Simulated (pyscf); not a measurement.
## H₃C–N(CH₃)–Al(CH₃)–NH₂ (SMILES C[N](C)[Al]([CH3])[NH2]), singlet

Gas-phase minimum from PySCF at ωB97X-D3(BJ)/def2-SVP, one conformer. 

```xyz
17

C     -1.8787    -0.0872     1.6645
N     -0.5104    -0.1221     1.1991
C      0.4322     0.3283     2.2000
Al    -0.0081    -0.6557    -0.4339
C      1.8833    -0.6506    -0.9295
N     -1.2589    -1.1853    -1.5853
H     -2.5715    -0.4337     0.8807
H     -2.0343    -0.7353     2.5516
H     -2.1948     0.9362     1.9544
H      0.2382     1.3743     2.5156
H      0.3967    -0.2954     3.1172
H      1.4640     0.2873     1.8147
H      2.4792    -1.2940    -0.2593
H      2.3158     0.3627    -0.8631
H      2.0458    -1.0097    -1.9591
H     -1.0569    -1.5014    -2.5278
H     -2.2592    -1.2238    -1.4247
```

Bonded distances (Å): C1–N2 1.446, C1–H7 1.102, C1–H8 1.110, C1–H9 1.110, N2–C3 1.447, N2–Al4 1.790, C3–H10 1.110, C3–H11 1.110, C3–H12 1.102, Al4–C5 1.955, Al4–N6 1.781, C5–H13 1.104, C5–H14 1.104, C5–H15 1.103 (the first ones only). Bond angles (°): N2–C1–H7 111.0, N2–C1–H8 112.1, N2–C1–H9 112.1, H7–C1–H8 107.3, H7–C1–H9 107.3, H8–C1–H9 106.9, C1–N2–C3 112.7, C1–N2–Al4 124.5, C3–N2–Al4 122.8, N2–C3–H10 112.1, N2–C3–H11 112.1, N2–C3–H12 110.9, H10–C3–H11 106.8, H10–C3–H12 107.3 (the first ones only).

Properties at ωB97X-D3(BJ)/def2-SVP:

* **Harmonic wavenumbers, unscaled**: 45, 80, 135, 139, 182, 212, 229, 274, 277, 325, 351, 402, 564, 607, 659, 662, 758, 853, 1041, 1100, 1121, 1178, 1233, 1268, 1329, 1440, 1441, 1445, 1462, 1470, 1473, 1495, 1514, 1543, 2986, 2993, 3040, 3049, 3055, 3134, 3135, 3145, 3155, 3628, 3713 cm⁻¹
* **Zero-point energy**: 90.5 kcal/mol
* **Rotational symmetry number**: 1
* **Entropy of this conformer at 298 K and 1 atm, rigid rotor and harmonic oscillator, modes under 100 cm⁻¹ raised to 100**: 399.7 J/(mol K)
* **Dipole moment**: 0.70 D

Single-point totals, which compare only within one level:

```json
[
 {"level": "ωB97X-D3(BJ)/def2-TZVP", "total energy (hartree)": "-473.18084"},
 {"level": "PBE/def2-TZVP", "total energy (hartree)": "-472.59227"},
 {"level": "r²SCAN/def2-TZVP", "total energy (hartree)": "-472.87497"},
 {"level": "B3LYP-D3(BJ)/def2-TZVP", "total energy (hartree)": "-473.09773"},
 {"level": "PBE0-D3(BJ)/def2-TZVP", "total energy (hartree)": "-472.65706"},
 {"level": "M06-2X/def2-TZVP", "total energy (hartree)": "-472.91589"},
 {"level": "ωB97M-D3(BJ)/def2-TZVP", "total energy (hartree)": "-473.14312"}
]
```

The lowest mode is so soft that the shape along it may change with the basis. Soft torsions are taken as harmonic, which can shift the entropy by several J/(mol K).
